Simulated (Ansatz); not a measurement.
Reaction (redistribution): `O=C[SiH2][SiH3]` + `F[Si](F)([SiH3])Cl` → `[SiH3][SiH2]Cl` + `O=C[Si](F)(F)[SiH3]`

Computed with Ansatz on PBE0-D4/def2-TZVP structures; ΔE is electronic, products minus reactants. CCSD(T)/CBS adds triple-zeta CCSD(T) − MP2 to the extrapolated MP2 energy (def2 sets, frozen cores). DFT in def2-TZVPP. One conformer a species, not always the lowest.

Problem. Is it downhill or uphill in electronic energy at CCSD(T)/CBS, and by how much? (Best estimate.)

Solution. Computed: Uphill: ΔE = +0.18 eV.

Problem. What do these levels give: r2SCAN-D4, ωB97X-V, PBE0, CCSD/def2-TZVPP, HF/CBS(def2), CCSD/CBS(def2)? (Best estimate.)

Solution. The calculation gave: r2SCAN-D4 0.26, ωB97X-V 0.17, PBE0 0.22, CCSD/def2-TZVPP 0.17, HF/CBS(def2) 0.12, CCSD/CBS(def2) 0.17 eV.

Largest T1 diagnostic among the species: 0.016.

In def2-TZVPP, CCSD(T) changes the Hartree–Fock value by +0.07 eV (the triples alone add +0.02 eV) and MP2 by +0.07 eV.
